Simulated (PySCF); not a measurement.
**Polarisability and C₆ of C (carbon, neutral)**

[He] 2s2 2p2, high-spin 3P determinant. Computed with PySCF 2.14 in aug-cc-pCVTZ-DK with one added diffuse shell each of s, p, d, f type (8s7p5d3f, 75 functions), with scalar relativity by spin-free X2C-1e. Coupled (time-dependent) response in atomic units; α is the mean over directions.

| method | mean α (bohr³) | α xx, yy, zz | C₆ (like pair) | S(−4) |
| --- | --- | --- | --- | --- |
| UHF | 11.97 | 10.89, 12.51, 12.51 | 46.44 | 94.49 |
| PBE | 13.57 | 11.49, 14.61, 14.61 | 54.91 | 119.5 |
| PBE0 | 12.72 | 11.01, 13.57, 13.57 | 50.84 | 97.58 |
| BLYP | 13.54 | 11.51, 14.55, 14.55 | 54.56 | 119.7 |

S(−4) is the Cauchy moment in α(ω) = α(0) + S(−4) ω² + …

Reference α: 11.3 ± 0.4 bohr³ (recommended; Schwerdtfeger and Nagle, table of static dipole polarizabilities (2023 update)). Published C₆: 46.60 (Chu and Dalgarno (2004); Tang, Norbeck and Certain (1976)).

α(iu) at BLYP:

| u (hartree) | α(iu) (bohr³) |
| --- | --- |
| 0 | 13.54 |
| 0.0500 | 13.25 |
| 0.100 | 12.48 |
| 0.200 | 10.34 |
| 0.300 | 8.285 |
| 0.500 | 5.356 |
| 0.750 | 3.346 |
| 1.00 | 2.266 |
| 1.50 | 1.229 |
| 2.00 | 0.7696 |
| 3.00 | 0.3840 |
| 5.00 | 0.1542 |

A single London oscillator, α(iu) = α/(1 + u²/ω²), gives C₆ = (3/4) ω α². Matching the computed C₆ needs ω = 4 × 54.56 / (3 × 13.54²) = 0.397 hartree.

The components differ because the open shell of this determinant is not spherical; for a pure term their mean is the scalar polarisability.
